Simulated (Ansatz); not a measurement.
```yaml
crystal:
  periodic: [false, false, false]
  atoms:
    - {symbol: C, position_ang: [0.394490, -0.135182, 0.282972]}
    - {symbol: O, position_ang: [-0.790504, 0.565496, 0.043728]}
    - {symbol: Zn, position_ang: [-1.774371, 0.487548, -1.495631]}
    - {symbol: H, position_ang: [0.266444, -1.226152, 0.243345]}
    - {symbol: H, position_ang: [1.201617, 0.131966, -0.413703]}
    - {symbol: H, position_ang: [0.744524, 0.112325, 1.293087]}
basis:
  gaussian: {orbitals: STO-3G}
magnetization: {spin_polarized: false, initial_magnetization: 1}
hamiltonian: {xc: {name: HF}}
correlation: {method: bccd_t}
accuracy: high
```

```sh
$ ansatz run in.yaml --threads 4 --pin off --events-out ev --progress --plain --max-ram 10444MiB
```

It prints (some lines left out):

```
Functional definition: HF
489 factors; integrals over basis functions are off by at most 4.3e-9 eV
mean field evaluation 1: about -50506.5214 eV, gradient 2.7e2 eV
mean field evaluation 2: about -50511.0737 eV, gradient 2.7e2 eV
mean field evaluation 4: about -49925.2589 eV, gradient 1.9e2 eV
mean field evaluation 8: about -50890.7695 eV, gradient 2.0e1 eV
mean field evaluation 16: about -50894.6137 eV, gradient 1.6e0 eV
mean field evaluation 32: about -50894.6508 eV, gradient 1.0e-4 eV
mean field evaluation 96: about -50894.6508 eV, gradient 2.1e-3 eV
mean field evaluation 192: about -50894.6484 eV, gradient 3.0e-3 eV
mean field evaluation 448: about -50892.3802 eV, gradient 2.4e-4 eV
mean field -50894.65075996 eV, -1870.3439177952 hartree, gradient 1.5e-8 eV, S^2 0.750000; 18 other end points of the search recorded, 0 dependent functions left out
determinant -50894.65075996 eV, -1870.3439177952 hartree, with singles and doubles -50899.07133814 eV, -1870.5063710471 hartree
determinant -50892.71554077 eV, -1870.2727998016 hartree, with singles and doubles -50898.21681219 eV, -1870.4749677974 hartree
determinant -50892.41747709 eV, -1870.2618461636 hartree, with singles and doubles -50897.82079707 eV, -1870.4604145102 hartree
determinant -50892.38019328 eV, -1870.2604760088 hartree, with singles and doubles -50898.01630843 eV, -1870.4675994204 hartree
determinant -50892.11886365 eV, -1870.2508723219 hartree, with singles and doubles -50897.63056342 eV, -1870.4534235525 hartree
determinant -50891.95227177 eV, -1870.2447501832 hartree, with singles and doubles -50897.84606676 eV, -1870.4613431544 hartree
determinant -50891.87036992 eV, -1870.2417403460 hartree, with singles and doubles -50897.64109973 eV, -1870.4538107547 hartree
determinant -50891.44085306 eV, -1870.2259558924 hartree, with singles and doubles -50897.06914977 eV, -1870.4327919817 hartree
unrestricted determinant -50897.67714899 eV, -1870.4551355407 hartree, S^2 1.7551
7 core orbitals not correlated: weight in the atoms' cores, before any rotation towards them, 1.000 or more for the frozen orbitals, at most 0.000 for the correlated occupied ones
reference -50894.65075996 eV, -1870.3439177952 hartree; 17, 16 occupied and 7, 8 virtual orbitals, 489 factors
second order -3.55890807 eV of doubles, -0.01159649 eV of singles
cycle   1  -4.39641215 eV  change    2.4e-2 eV  update   3.8e-2
cycle   2  -4.42180202 eV  change   -2.5e-2 eV  update   3.2e-2
cycle   3  -4.42469390 eV  change   -2.9e-3 eV  update   3.2e-2
cycle   4  -4.39506147 eV  change    3.0e-2 eV  update   3.2e-2
cycle   5  -4.34749824 eV  change    4.8e-2 eV  update   3.0e-2
cycle   6  -4.33856269 eV  change    8.9e-3 eV  update   2.3e-2
[...]
cycle 267  -4.29773842 eV  change    1.1e-4 eV  update   1.1e-3
cycle 268  -4.29824959 eV  change   -5.1e-4 eV  update   1.1e-3
cycle 269  -4.29818868 eV  change    6.1e-5 eV  update   1.0e-3
cycle 270  -4.29822550 eV  change   -3.7e-5 eV  update   9.6e-4
cycle 271  -4.29822888 eV  change   -3.4e-6 eV  update   9.3e-4
cycle 272  -4.29832930 eV  change   -1.0e-4 eV  update   9.2e-4
cycle 273  -4.29824899 eV  change    8.0e-5 eV  update   9.2e-4
cycle 274  -4.29804041 eV  change    2.1e-4 eV  update   9.2e-4
cycle 275  -4.29802193 eV  change    1.8e-5 eV  update   9.2e-4
cycle 276  -4.29805737 eV  change   -3.5e-5 eV  update   9.2e-4
cycle 277  -4.29808443 eV  change   -2.7e-5 eV  update   9.2e-4
cycle 278  -4.29798615 eV  change    9.8e-5 eV  update   9.2e-4
cycle 279  -4.29801065 eV  change   -2.4e-5 eV  update   9.3e-4
cycle 280  -4.29801277 eV  change   -2.1e-6 eV  update   9.3e-4
cycle 281  -4.29807121 eV  change   -5.8e-5 eV  update   9.2e-4
cycle 282  -4.29797892 eV  change    9.2e-5 eV  update   9.3e-4
cycle 283  -4.29783880 eV  change    1.4e-4 eV  update   9.1e-4
cycle 284  -4.29788003 eV  change   -4.1e-5 eV  update   9.0e-4
cycle 285  -4.29788603 eV  change   -6.0e-6 eV  update   8.9e-4
cycle 286  -4.29787991 eV  change    6.1e-6 eV  update   9.0e-4
cycle 287  -4.29787106 eV  change    8.9e-6 eV  update   8.9e-4
cycle 288  -4.29805975 eV  change   -1.9e-4 eV  update   9.0e-4
cycle 289  -4.29807629 eV  change   -1.7e-5 eV  update   8.8e-4
cycle 290  -4.29817398 eV  change   -9.8e-5 eV  update   8.7e-4
cycle 291  -4.29831852 eV  change   -1.4e-4 eV  update   8.5e-4
cycle 292  -4.29837531 eV  change   -5.7e-5 eV  update   8.5e-4
cycle 293  -4.29831360 eV  change    6.2e-5 eV  update   8.5e-4
cycle 294  -4.29829569 eV  change    1.8e-5 eV  update   8.5e-4
cycle 295  -4.29828864 eV  change    7.1e-6 eV  update   8.6e-4
cycle 296  -4.29844235 eV  change   -1.5e-4 eV  update   8.5e-4
cycle 297  -4.29844491 eV  change   -2.6e-6 eV  update   8.4e-4
cycle 298  -4.29844068 eV  change    4.2e-6 eV  update   8.4e-4
cycle 299  -4.29841970 eV  change    2.1e-5 eV  update   8.4e-4
Error: not converged in 300 cycles: update norm 8.319e-4, energy change -2.095e-7 eV, smallest ratio of the change in the update to the step in singles and doubles: 4.1e-2
```

Hardware: 4 threads of an Intel Xeon 6975P-C on a shared host. Wall time 12 s, peak host memory 0.34 GiB.
